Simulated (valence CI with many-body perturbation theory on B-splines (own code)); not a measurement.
# Missing levels of Tb⁵²⁺

Calculated by valence CI with perturbative core correlation (CI+MBPT): three valence electrons over a frozen Dirac-Fock core [Ne], a basis of 11 s, 11 p, 10 d, 8 f, 5 g, 2 h functions for each j, with the one-electron correlation potential Σ1, the two-electron term Σ2, the three-electron term Σ3, Breit, model QED; selected CI, second order for the rest, scaled by the run's own slope (own B-spline code, finite nucleus).

The last digits are not significant, and no measured levels were compared; by estimate large intervals hold to a few tenths of a per cent, small ones and those within an open d or f shell to about a per cent.

| Level | E (Ry) |
| --- | --- |
| (3s^2 3p1/2) J=1/2 | 0.000 |
| (3s 3p1/2^2) J=1/2 | 9.995 |
| (3s^2 3p3/2) J=3/2 | ? |
| (3s 3p1/2 3p3/2) J=3/2 [a] | 22.652 |
| (3s 3p1/2 3p3/2) J=5/2 | ? |
| (3s 3p1/2 3p3/2) J=3/2 [b] | ? |
| (3s 3p1/2 3p3/2) J=1/2 | 25.764 |
| (3s^2 3d3/2) J=3/2 | 28.973 |
| (3s^2 3d5/2) J=5/2 | 31.720 |
| (3p1/2^2 3p3/2) J=3/2 | 35.073 |
| (3s 3p1/2 3d3/2) J=3/2 [a] | ? |
| (3s 3p1/2 3d3/2) J=5/2 | ? |
| (3s 3p3/2^2) J=5/2 | 38.013 |
| (3s 3p1/2 3d3/2) J=1/2 | 38.511 |
| (3s 3p1/2 3d3/2) J=3/2 [b] | 38.794 |
| (3s 3p1/2 3d5/2) J=5/2 [a] | ? |
| (3s 3p3/2^2) J=1/2 | 40.255 |
| (3s 3p3/2^2) J=3/2 | 40.681 |
| (3s 3p1/2 3d5/2) J=7/2 | 41.005 |
| (3s 3p1/2 3d5/2) J=5/2 [b] | 41.687 |

Levels are named by their leading jj configuration (3d3/2^4 stands for four electrons in 3d with j = 3/2), which in mixed levels can hold well under half, so a name can repeat and another be missing. Letters in brackets count levels of one name in rising energy.

Q: The levels stand in rising order. What does the calculation give for the missing energies?

A: (3s^2 3p3/2) J=3/2 14.463; (3s 3p1/2 3p3/2) J=5/2 23.751; (3s 3p1/2 3p3/2) J=3/2 [b] 25.136; (3s 3p1/2 3d3/2) J=3/2 [a] 36.080; (3s 3p1/2 3d3/2) J=5/2 36.884; (3s 3p1/2 3d5/2) J=5/2 [a] 40.226.
